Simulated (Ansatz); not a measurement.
Stepwise reaction of `CC(C)[NH][Al]([F])[F]` with hydrogen, as a gas-phase model of exchange steps in deposition or etching. ΔE in kJ/mol.

Gas-phase electronic energies from Ansatz, PBE0-D4/def2-TZVP geometries. CCSD(T)/CBS is the MP2 limit (def2-TZVPP, def2-QZVPP) plus CCSD(T) − MP2 in def2-TZVPP, frozen cores. This one scheme is used for every species. DFT in def2-TZVPP. B3LYP here is the variant with VWN-RPA as its local correlation; programs differ in this. Each species was taken in one conformer, which may not be the lowest.

```csv
step,reaction,PBE-D4,B3LYP-D4,ωB97M-V,CCSD(T)/CBS
2,`CC(C)[NH][AlH][F]` + H₂ → `CC(C)[NH][AlH2]` + H–F,161.6,170.3,168.7,168.3
```

Give the row of step 1, `CC(C)[NH][Al]([F])[F]` + H₂ → `CC(C)[NH][AlH][F]` + H–F. (Estimate.)

Computed: 
```json
{"step": "1", "reaction": "`CC(C)[NH][Al]([F])[F]` + H₂ → `CC(C)[NH][AlH][F]` + H–F", "PBE-D4": "151.3", "B3LYP-D4": "160.1", "ωB97M-V": "157.8", "CCSD(T)/CBS": "157.9"}
```

By hand: ΔE of the 2 steps together at CCSD(T)/CBS.

(157.9) + (168.3) = 326.2 kJ/mol, or 163.1 kJ/mol a step.

In ΔE each step is higher than the one before. All are uphill at CCSD(T)/CBS. PBE-D4 differs from CCSD(T)/CBS by -6.7 to -6.6 kJ/mol a step. Isolated molecules leave out the surface, adducts and barriers. Largest T1 diagnostic: 0.011.
